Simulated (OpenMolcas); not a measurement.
Ionisation energies of tantalum

```json
{
  "Program": "OpenMolcas",
  "Basis": "ANO-R2 [8s6p5d3f1g]",
  "Scalar Hamiltonian": "X2C, finite nucleus",
  "Spin-orbit coupling": "state interaction with AMFI integrals over the reference wave functions, term energies averaged over their components"
}
```

Active shells in each charge state: the valence d shell, with orbitals averaged over the low states. Where CASPT2's correlated closed shells are named, they are those of the first ion.

A. CASSCF
B. SS-CASPT2, IPEA 0.25 Eh, imaginary shift 0.1 Eh (closed shells correlated: 5s 5p)
C. SS-CASPT2, IPEA 0 Eh, imaginary shift 0.1 Eh (closed shells correlated: 5s 5p)
D. SS-CASPT2, IPEA 0.25 Eh, imaginary shift 0.1 Eh (closed shells correlated: 4f 5s 5p)
E. SS-CASPT2, IPEA 0.25 Eh, imaginary shift 0.1 Eh (closed shells correlated: none)

Energies in eV between the lowest computed levels, named as in B; reference values from the NIST Atomic Spectra Database with their kind.

```
           From              To       A       B       C       D       E  Spin-orbit share in B                Reference
Ta2+ 5d3 4F 3/2    Ta3+ 5d2 3F2  22.970  23.542  23.610  23.845  23.188                 -0.260     23.100 (theoretical)
   Ta3+ 5d2 3F2  Ta4+ 5d 2D 3/2  35.107  35.656  35.717  36.021  35.243                 +0.244     35.000 (theoretical)
 Ta4+ 5d 2D 3/2    Ta5+ 5p6 1S0  47.143  47.604  47.648  48.015  47.143                 +0.538  48.272 (semi-empirical)
```

The lowest level within the active space need not be the ion's true ground level.
